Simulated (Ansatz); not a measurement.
Gas-phase electronic energies from Ansatz, PBE0-D4/def2-TZVP geometries. CCSD(T)/CBS adds triple-zeta CCSD(T) − MP2 to the extrapolated MP2 energy (def2 sets, frozen cores). Functionals use def2-TZVPP. B3LYP here is the variant with VWN-RPA as its local correlation; programs differ in this. For Ge outer-core shells are correlated without core-valence functions, which leaves a few kJ/mol of doubt a bond. Scalar relativity is left out up to krypton. Each species was taken in one conformer, which may not be the lowest.

Consider the formal exchange of groups at a Ge–N bond: `[NH2][GeH]1[CH2][O]1` + `OCC(O)CF` → `F[CH2][GeH]1[CH2][O]1` + `NC(O)CO`.

CCSD(T)/CBS gives +14.1 kcal/mol.

(1) Another level gave +12.5 kcal/mol. Which?
A. HF/def2-TZVPP
B. MP2/def2-TZVPP
C. B2PLYP/def2-TZVPP
D. B3LYP/def2-TZVPP

Largest T1 diagnostic among the species: 0.014.

## Answers

(1) D. B3LYP 12.5, MP2/def2-TZVPP 15.0, HF/def2-TZVPP 16.5, B2PLYP 13.6 kcal/mol.

From PBE to PBE0 (25 % exact exchange), in def2-TZVPP and without D4, ΔE moves by +1.6 kcal/mol. In def2-TZVPP, CCSD(T) changes the Hartree–Fock value by −2.6 kcal/mol (the triples alone add −0.5 kcal/mol) and MP2 by −1.6 kcal/mol.

CCSD(T)/CBS has its own doubt, a few kJ/mol and more with outer-core shells, so smaller differences from it don't rank the levels.
